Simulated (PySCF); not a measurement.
S4, SMILES S=[S][S]=S (connectivity only; charge and spin as stated), neutral, multiplicity 1.

Coordinates come from a ωB97X-D3(BJ)/def2-SVP optimisation. The values are those of a single conformer.

Two levels are set side by side: TDA-PBE/def2-SVPD (PySCF) and ADC(2)/aug-cc-pVDZ (PySCF). Vertical, same geometry; the bases differ. Differences are taken from unrounded values.

```json
[
 {"quantity": "lowest singlet excitation (eV)", "ADC(2)": "2.00"}
]
```

Q: What does TDA-PBE give, and how far is it from ADC(2)? (An estimate is asked for; the answer gives what the named calculation found.)

A: 
```json
[
 {"quantity": "lowest singlet excitation (eV)", "TDA-PBE": "1.94", "TDA-PBE minus ADC(2)": "-0.06"}
]
```

Rough cost on one machine, each run with all the roots and properties that it gave: ADC(2) against TDA-PBE about 20 times.
